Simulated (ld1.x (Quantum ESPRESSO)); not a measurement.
**An all-electron radial function and its pseudo partner (Mo (Z = 42))**

Columns: radius, all-electron u(r) and pseudo u(r) of the 4p shell (level -70.02 eV) of molybdenum in the configuration [Ar] 3d10 4s2 4p6 4d3 5s0 5p0; PBE, scalar-relativistic, TM scheme, ld1.x (Quantum ESPRESSO) 7.5.

| r (bohr) | all-electron | pseudo |
| --- | --- | --- |
| 0.098 | 0.3183 | 0.0217 |
| 0.195 | -0.2084 | 0.0840 |
| 0.292 | -0.5326 | 0.1815 |
| 0.390 | -0.4443 | 0.3068 |
| 0.488 | -0.1305 | 0.4479 |
| 0.585 | 0.2289 | 0.5907 |
| 0.682 | 0.5441 | 0.7244 |
| 0.780 | 0.7823 | 0.8392 |
| 0.878 | 0.9361 | 0.9252 |
| 0.975 | 1.0151 | 0.9772 |
| 1.072 | 1.0358 | 0.9953 |
| 1.170 | 1.0135 | 0.9817 |
| 1.268 | 0.9619 | 0.9414 |
| 1.365 | 0.8930 | 0.8819 |
| 1.463 | 0.8140 | 0.8091 |
| 1.560 | 0.7326 | 0.7308 |
| 1.658 | 0.6513 | 0.6509 |
| 1.755 | 0.5744 | 0.5744 |
| 1.852 | 0.5030 | 0.5030 |
| 1.950 | 0.4370 | 0.4370 |
| 2.047 | 0.3781 | 0.3781 |
| 2.145 | 0.3251 | 0.3251 |
| 2.242 | 0.2790 | 0.2790 |
| 2.340 | 0.2381 | 0.2381 |
| 2.438 | 0.2026 | 0.2026 |
| 2.535 | 0.1722 | 0.1722 |

(1) How many radial nodes do the two functions have?

(2) At about which radius was the pseudo-wave matched?

(3) Is the pseudo-wave norm-conserving?

Results:

(1) The all-electron 4p function has n − l − 1 = 2; the pseudo-wave has 0, since the states of the same l below it are removed with the core.

(2) 1.95 bohr. The columns agree to 0.0005 from 1.66 bohr on; several derivatives are matched, so the curves merge somewhat inside the radius.

(3) Yes: the TM scheme keeps the norm inside the radius equal to the all-electron one, which fixes the energy derivative of the logarithmic derivative at the level.
